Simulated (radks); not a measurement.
Valence configurations of the promethium ion Pm+ (all share [Xe]). Method: scalar-relativistic Kohn-Sham, SCAN, spin-unpolarised, spherical densities, finite nucleus; meta-GGA in the generalised Kohn-Sham scheme; Fermi nuclear charge, rms radius 4.962 fm; computed with a radial shooting solver on a logarithmic mesh with Libxc functionals. Energies are relative to 4f5 6s1; eigenvalues in eV.

valence          E (eV)    e(4f)    e(5d)   e(6p)    e(6s)
4f5 6s1           0.000   -7.840        -       -   -8.275
4f5 5d0.5 6s0.5   0.610   -6.929   -6.455       -   -7.666
4f4.5 6s1 6p0.5   2.181  -12.110        -  -6.046   -9.357
4f6               2.391   -2.833        -       -        -
4f4.5 5d1 6p0.5   2.813  -10.003   -7.498  -5.308        -
4f4 5d1 6s1       2.820  -13.330   -8.389       -   -8.896
4f4 5d1 6p1       6.097  -14.478   -9.265  -6.080        -
4f3 5d1 6s1 6p1  14.869  -23.478  -12.235  -7.065  -10.967
4f3 6s1 6p2      20.750  -27.270        -  -8.138  -12.354

NIST lists [Xe] 4f5 6s1 as the ground configuration; this level of theory agrees among the configurations tried. The energies are those of spherical spin-averaged densities, not of single terms. No valid solution was reached for [Xe] 4f4 6s2.
